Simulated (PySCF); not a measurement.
H₉ClSi₃Sn, SMILES [SiH3][Sn]([Cl])([SiH3])[SiH3] (CAM-B3LYP/def2-SVP optimised geometry):

```
14

Si    -0.759    -2.828    -2.163
Sn    -0.133    -1.579     0.000
Si    -0.764    -2.826     2.163
Si    -0.772     0.915     0.000
Cl     2.257    -1.579     0.000
H     -2.243    -2.901    -2.277
H     -0.215    -2.101    -3.341
H     -0.205    -4.208    -2.127
H     -0.206    -4.205     2.133
H     -0.227    -2.096     3.342
H     -2.248    -2.903     2.271
H     -0.221     1.579    -1.211
H     -2.257     1.040    -0.008
H     -0.236     1.575     1.220
```

Method: PySCF 2.14.0 with CAM-B3LYP/def2-TZVP, def2 effective core potentials past Kr.

**Question.** What are the frontier orbital energies and the dipole moment?

**Answer.** HOMO-2 -10.36 eV, HOMO-1 -8.79 eV, HOMO -8.79 eV, LUMO -0.41 eV, LUMO+1 0.06 eV; dipole moment 2.86 D.

On the same geometry PySCF 2.14.0 with PBE/def2-TZVP, def2 effective core potentials past Kr gives HOMO-2 -7.65 eV, HOMO-1 -6.55 eV, HOMO -6.55 eV, LUMO -2.21 eV, LUMO+1 -1.71 eV; dipole moment 2.59 D.
